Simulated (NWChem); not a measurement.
Atomisation of thionyl fluoride (F$_{2}$OS)

```xyz
4

O     -1.3917    -0.3297     0.0000
S     -0.1604     0.4112     0.0000
F      0.7611    -0.2190     1.1690
F      0.7611    -0.2190    -1.1690
```
Charge 0, spin multiplicity 1.

All runs are NWChem calculations. The geometry was optimised at PBE0/def2-SVP, a minimum by its harmonic frequencies.

Basis set: def2-TZVP. The atomisation energy is electronic alone: no zero-point, thermal, spin-orbit or counterpoise terms. No value is extrapolated to the basis-set limit. Free atoms are single determinants with multiplicities O 3, S 3, F 2.

B3LYP has NWChem's definition, with VWN1-RPA local correlation. No SCF solution was tested for a lower state. Open-shell Hartree-Fock references start from PBE0 orbitals.

### Question
Order these methods by the atomisation energy they give, lowest first: LDA (SVWN5), HF, PBE0, B3LYP, PBE, TPSS.

### Answer
HF (143.1 kcal/mol), B3LYP (299.2 kcal/mol), PBE0 (302.3 kcal/mol), TPSS (310.8 kcal/mol), PBE (333.2 kcal/mol), LDA (SVWN5) (404.7 kcal/mol)
